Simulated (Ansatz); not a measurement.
CH4Cl2SSi (`C[Si](S)(Cl)Cl`), relaxed with RKS PBE0-D4/def2-TZVP in the Gaussian-basis code of Ansatz from a PBE-D4/def2-SVP geometry. The force threshold is 0.005 eV/Å; the program also tests the step.

Total charge 0; spin multiplicity 1.

Start:

```xyz
9

C     0.566    1.059    0.275
Si   -0.522   -0.457    0.205
S     0.377   -2.146   -0.770
Cl   -0.927   -1.127    2.125
Cl   -2.310    0.070   -0.724
H     1.514    0.823    0.797
H     0.800    1.410   -0.750
H     0.046    1.875    0.816
H     0.455   -1.507   -1.973
```

(1) By how much does the energy fall, and how many steps does the optimiser take? (Best estimate.)

(2) Which bonds change most? (Best estimate.)

(3) Give the relaxed structure. (Best estimate.)

Answers

(1) Computed: 4.51 kJ/mol, in 7 steps, 1 of them rejected.

(2) The calculation gave: Si2–Cl5 from 2.082 to 2.051 Å; Si2–Cl4 from 2.074 to 2.045 Å; Si2–S3 from 2.148 to 2.121 Å; C1–Si2 from 1.867 to 1.847 Å.

(3) The calculation gave: 
```xyz
9

C     0.560    1.047    0.270
Si   -0.517   -0.452    0.204
S     0.369   -2.119   -0.763
Cl   -0.922   -1.112    2.097
Cl   -2.279    0.062   -0.709
H     1.495    0.811    0.783
H     0.789    1.392   -0.741
H     0.051    1.852    0.805
H     0.455   -1.482   -1.945
```
